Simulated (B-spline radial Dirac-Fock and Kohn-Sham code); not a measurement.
Dipole and non-dipole photoemission parameters of Fe 2p1/2

System: neutral iron, [Ar] 3d6 4s2; threshold 719.9 eV (tabulated edge). Method: Dirac-Hartree-Slater photoionisation with a Latter tail; cross sections with all multipoles, angular parameters from the dipole term and its interference with E2. Computed with a radial B-spline solver.

For linearly polarised light dσ/dΩ = σ/(4π) [1 + β P₂(cos θ) + (δ + γ cos²θ) sin θ cos φ], with θ from the polarisation vector and φ the angle between the beam and the projection of the electron momentum on the plane normal to the polarisation.

| hν (eV) | σ (kb) | β | γ | δ |
| --- | --- | --- | --- | --- |
| 819 | 334 | 1.082 | -0.104 | 0.008 |
| 1253.6 | 116 | 1.447 | 0.147 | 0.021 |
| 1630 | 57.4 | 1.447 | 0.337 | 0.028 |
| 1840 | 41.0 | 1.429 | 0.424 | 0.033 |
| 2000 | 32.4 | 1.412 | 0.483 | 0.036 |
| 2610 | 14.9 | 1.338 | 0.669 | 0.049 |
| 2984.4 | 9.97 | 1.291 | 0.758 | 0.057 |
| 3270 | 7.55 | 1.256 | 0.817 | 0.064 |
| 4020 | 3.99 | 1.171 | 0.947 | 0.081 |
| 4470 | ? | ? | ? | ? |
| 5180 | 1.78 | 1.057 | 1.094 | 0.108 |
| 5414.7 | 1.55 | 1.036 | 1.118 | 0.114 |
| 8670 | 0.325 | 0.815 | 1.356 | 0.187 |
| 11400 | 0.127 | 0.691 | 1.479 | 0.242 |
| 12000 | 0.106 | 0.668 | 1.501 | 0.254 |
| 12900 | 0.0825 | 0.637 | 1.532 | 0.271 |
| 15000 | 0.0485 | 0.575 | 1.596 | 0.308 |

Task: Give the values at 4470 eV.

Result: σ = 2.86 kb, β = 1.124, γ = 1.010, δ = 0.092.
